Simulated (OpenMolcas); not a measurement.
OpenMolcas run: B²⁺

Input:

```
&GATEWAY
Coord
1

B 0.0 0.0 0.0
Basis=ANO-R3
Group=XYZ
NoMove
AngMom=0.0 0.0 0.0
AMFI
&SEWARD
* reference wave functions (RASSCF and RASSI steps not shown): 1 electron in 9 orbitals (RAS2 2s 2p; RAS3 3d, at most 1 electron)
>>> COPY JOB001 $Project.JobIph
&CASPT2
Multistate=1 1
Frozen=0 0
IPEA=0.1
Shift=0.15
MaxIter=60
WThr=0.0 0.3 0.05
PrWF=0.5
NoMix
>>> COPY JOB002 $Project.JobIph
&CASPT2
Multistate=3 1 2 3
Frozen=0 0
IPEA=0.1
Shift=0.15
MaxIter=60
WThr=0.0 0.3 0.05
PrWF=0.5
NoMix
```

Launched by
```bash
OMP_NUM_THREADS=1 MOLCAS_MEM=2252 MOLCAS_PROJECT=a pymolcas a.inp > a.log  # once for each step of the input, in one work folder
```

Output, cut to the results:

```
--- CASPT2 ---
Orbital specifications:
      -----------------------

      Symmetry species                           1   2
                                                ag  au
      Frozen orbitals                            0   0
      Inactive orbitals                          1   0
      Active orbitals                            6   3
      Secondary orbitals                         7  16
      Deleted orbitals                           0   0
      Number of basis functions                 14  19
Type of calculation                        SS-CASPT2
      Fock operator                              state-specific
      IPEA shift                                 0.10
      Real shift                                 0.15
      Imaginary shift                            0.00
      The input orbitals will be transformed to quasi-canonical
Reference energy:         -23.3821010151
      E2 (Non-variational):      -0.0073836932
      Shift correction:          -0.0000671581
      E2 (Variational):          -0.0074508513
      Total energy:             -23.3895518664
      Residual norm:              0.0000000188
      Reference weight:           0.99955
      Contributions to the CASPT2 correlation energy
      Active & Virtual Only:         -0.0000000000
      One Inactive Excited:          -0.0019462005
      Two Inactive Excited:          -0.0054374927
::    CASPT2 Root  1     Total energy:    -23.38955187
--- CASPT2 ---
Orbital specifications:
      -----------------------

      Symmetry species                           1   2
                                                ag  au
      Frozen orbitals                            0   0
      Inactive orbitals                          1   0
      Active orbitals                            6   3
      Secondary orbitals                         7  16
      Deleted orbitals                           0   0
      Number of basis functions                 14  19
Type of calculation                        MS-CASPT2
      Fock operator                              state-specific
      IPEA shift                                 0.10
      Real shift                                 0.15
      Imaginary shift                            0.00
      The input orbitals will be transformed to quasi-canonical
Reference energy:         -23.1588821473
      E2 (Non-variational):      -0.0084445372
      Shift correction:          -0.0000792454
      E2 (Variational):          -0.0085237826
      Total energy:             -23.1674059299
      Residual norm:              0.0000000457
      Reference weight:           0.99947
      Contributions to the CASPT2 correlation energy
      Active & Virtual Only:          0.0000000000
      One Inactive Excited:          -0.0026144874
      Two Inactive Excited:          -0.0058300498
Reference energy:         -23.1588821473
      E2 (Non-variational):      -0.0084445372
      Shift correction:          -0.0000792454
      E2 (Variational):          -0.0085237826
      Total energy:             -23.1674059299
      Residual norm:              0.0000000457
      Reference weight:           0.99947
      Contributions to the CASPT2 correlation energy
      Active & Virtual Only:          0.0000000000
      One Inactive Excited:          -0.0026144874
      Two Inactive Excited:          -0.0058300498
::    CASPT2 Root  1     Total energy:    -23.16740593
::    CASPT2 Root  2     Total energy:    -23.16740593
::    CASPT2 Root  3     Total energy:    -23.16740593
::    MS-CASPT2 Root  1     Total energy:    -23.16740593
::    MS-CASPT2 Root  2     Total energy:    -23.16740593
::    MS-CASPT2 Root  3     Total energy:    -23.16740593
```

Levels above the lowest, from the spin-orbit matrix with the single-state CASPT2 energies, averaged by term, on its diagonal:

```tsv
Configuration	Term	J	E (cm-1)	Measured (cm-1)	g	Term weight %
2s	2S	1/2	0.0	0.0	2.002	100
2p	2P*	1/2	48736	48358	0.666	100
2p	2P*	3/2	48765	48393	1.334	100
```

Against the 2 measured excited levels shown (Moore, Atomic Energy Levels, vol. I, NSRDS-NBS 35 (1971 reprint of NBS Circular 467, 1949)) the mean absolute deviation is 370 cm-1; the largest miss in energy is 2p 2P* 1/2: computed 48736, measured 48358 cm-1 (+0.8 %).

With one active electron outside closed inactive shells, the extra shells (3d) add no correlation to the reference. With one active electron, CASPT2 adds the correlation within the correlated inactive shells and between them and that electron, and leaves the splitting within a term as the reference gives it. Measured partners are found by configuration, term and J. A level has none where our copy of the source lacks it or the pairing is in doubt (some pairs that miss far off the trend of their configuration count as doubtful), and it then counts in no deviation. Only configurations of the active space appear. The first state left out of the spin-orbit step lies near 230000 cm-1 above the lowest spin-free state of the reference (among the parities and spins computed), and the list stops at four fifths of that energy or lower.

The CASPT2 steps took 0.83 s on 1 thread of Arm Neoverse V2, on a shared host; the integral step is not counted.

The term weight is that of the spin-free term in the level, not the purity of its configuration. * marks odd parity.
